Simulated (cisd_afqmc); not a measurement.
Input (AFQMC/CISD/def2-QZVPP; cisd_afqmc is a phaseless AFQMC code with CISD trial states that reads the integrals written by Ansatz): A basis named .json is the Basis Set Exchange file of that set.

Ansatz 0.2 input:
```python
import cisd_afqmc

open("ham.yaml", "w").write("""\
crystal:
  periodic: [false, false, false]
  atoms:
    - {symbol: S, position_ang: [0.00000000, 0.00000000, 0.00000000]}
basis:
  gaussian:
    orbitals: def2-QZVPP.json
magnetization: {spin_polarized: true, initial_magnetization: 2}
correlation: {method: ccsd, electrons: outside_noble_gas, hamiltonian_folder: ham}
scf: {lower_state_search: full}
""")
rep = cisd_afqmc.ansatz("ham.yaml")
e_ccsd = rep["correlation"]["coupled_cluster"]["energy"]["hartree"]
out = cisd_afqmc.run("ham", e_ccsd, trial="CISD", walkers=200, populations=8, threads=8, dt=0.005, steps=40, early=24, settle=10, least=48,
    target=0.0004, seconds=1500, seed=1, memory=12960, gpu=False)
```

Output:

```
orbitals 65, occupied [4, 2], factors 412 of 412, rank of the doubles 324 of 370
E(HF) = -397.512996
E(CCSD) on the cut factors = -397.662832, shift to the whole factors 0.000000
Energy of the trial state on the determinant = -397.662834
  tau behind 7.2 of longer steps, mean of the populations' last blocks
   2.0  -397.66918
   4.0  -397.66908
   6.0  -397.66925
   8.0  -397.66948
  10.0  -397.66964
blocks 390 (0 outliers left out), error by blocks joined: 1: 0.00005, 2: 0.00007, 4: 0.00008, 8: 0.00008, 16: 0.00010
E(AFQMC/CISD) = -397.66929 +/- 0.00010
```
